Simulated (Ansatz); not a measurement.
```yaml
crystal:
  periodic: [false, false, false]
  atoms:
    - {symbol: C, position_ang: [1.084922, -1.192626, -0.272478]}
    - {symbol: N, position_ang: [0.524936, 0.008877, -0.646625]}
    - {symbol: C, position_ang: [0.603279, 0.372180, -2.051607]}
    - {symbol: Hf, position_ang: [-0.161119, 1.124764, 0.900931]}
    - {symbol: C, position_ang: [-1.805476, -0.183515, 1.657466]}
    - {symbol: Cl, position_ang: [-1.219913, 3.132537, 0.055507]}
    - {symbol: Br, position_ang: [1.524053, 1.354463, 2.751811]}
    - {symbol: H, position_ang: [0.602083, -2.012431, -0.813466]}
    - {symbol: H, position_ang: [2.174798, -1.303425, -0.591259]}
    - {symbol: H, position_ang: [1.029450, -1.415532, 0.822133]}
    - {symbol: H, position_ang: [0.133971, 1.298665, -2.229776]}
    - {symbol: H, position_ang: [0.015212, -0.447448, -2.617751]}
    - {symbol: H, position_ang: [1.609319, 0.377969, -2.440890]}
    - {symbol: H, position_ang: [-1.510363, -1.216849, 1.953230]}
    - {symbol: H, position_ang: [-2.283462, 0.285247, 2.589942]}
    - {symbol: H, position_ang: [-2.668777, -0.301939, 0.881055]}
basis:
  gaussian: {orbitals: def2-SVPD}
hamiltonian: {xc: {name: PBE0}, dispersion: d3bjatm}
output: {forces: true}
```

```sh
$ ansatz run in.yaml --threads 2 --pin off --events-out ev --progress --plain --max-ram 32768MiB --backend cpu
```

Shortened log:

```
Functional definition: PBE0
  name "PBE0"
  cite "Adamo & Barone, J. Chem. Phys. 110, 6158 (1999) doi:10.1063/1.478522"
  cite "Perdew, Burke & Ernzerhof, Phys. Rev. Lett. 77, 3865 (1996) doi:10.1103/PhysRevLett.77.3865"
  parent pbe
  parameter a = 0.25
  parameter kappa = 0.804
  parameter beta = 0.06672455060314922
  exchange = (1 - a)*pbe_x(kappa = kappa, mu = beta*pi^2/3) + a*exact_x
  correlation = pbe_c(beta = beta)
2472 factors; integrals over basis functions are off by at most 1.1e-3 eV
mean field evaluation 1: about -88582.5056 eV, gradient 7.1e1 eV
mean field evaluation 2: about -88538.9719 eV, gradient 1.5e2 eV
mean field evaluation 4: about -88594.4749 eV, gradient 1.0e1 eV
mean field evaluation 8: about -88594.8355 eV, gradient 7.6e-1 eV
mean field evaluation 16: about -88594.8368 eV, gradient 2.4e-4 eV
mean field -88594.83679516 eV, -3255.8002004850 hartree, gradient 5.1e-5 eV, S^2 0.000000; 0 other end points of the search recorded, 0 dependent functions left out
the calculation of the forces begins
reference -88594.83684715 eV, -3255.8002023954 hartree; 49, 49 occupied and 206, 206 virtual orbitals, 2472 factors
Total energy: -88595.24806412 eV, -3255.8153143405 hartree
Atom 0 at     1.084922    -1.192626    -0.272478 Å, force     1.974774    -2.258225    -0.075450 eV/Å
Atom 1 at     0.524936     0.008877    -0.646625 Å, force    -0.599168     3.201029     0.214571 eV/Å
Atom 2 at     0.603279     0.372180    -2.051607 Å, force    -1.238016    -3.140342     0.296427 eV/Å
Atom 3 at    -0.161119     1.124764     0.900931 Å, force    -0.820047    -0.064276    -0.759850 eV/Å
Atom 4 at    -1.805476    -0.183515     1.657466 Å, force    -1.416923     0.175472     0.005444 eV/Å
Atom 5 at    -1.219913     3.132537     0.055507 Å, force     0.342886    -0.563967     0.248980 eV/Å
Atom 6 at     1.524053     1.354463     2.751811 Å, force     0.093421    -0.039600     0.073435 eV/Å
Atom 7 at     0.602083    -2.012431    -0.813466 Å, force    -0.369815    -0.578950     0.068382 eV/Å
Atom 8 at     2.174798    -1.303425    -0.591259 Å, force    -0.698916     0.298658     0.527847 eV/Å
Atom 9 at     1.029450    -1.415532     0.822133 Å, force    -0.029405     0.207141    -0.444681 eV/Å
Atom 10 at     0.133971     1.298665    -2.229776 Å, force    -0.691875     1.459056    -0.282378 eV/Å
Atom 11 at     0.015212    -0.447448    -2.617751 Å, force     0.766860     1.125736     0.321684 eV/Å
Atom 12 at     1.609319     0.377969    -2.440890 Å, force     0.843389     0.022355    -0.131130 eV/Å
Atom 13 at    -1.510363    -1.216849     1.953230 Å, force    -0.008495     0.356703    -0.146514 eV/Å
Atom 14 at    -2.283462     0.285247     2.589942 Å, force     0.512340    -0.450745    -0.992029 eV/Å
Atom 15 at    -2.668777    -0.301939     0.881055 Å, force     1.338991     0.249955     1.075260 eV/Å
Dipole moment:     0.117296    -0.484892    -0.386844 e Å
```

Run time 20 s (2 threads of an AMD EPYC 7R13 on a shared host); peak host memory 1.2 GiB.
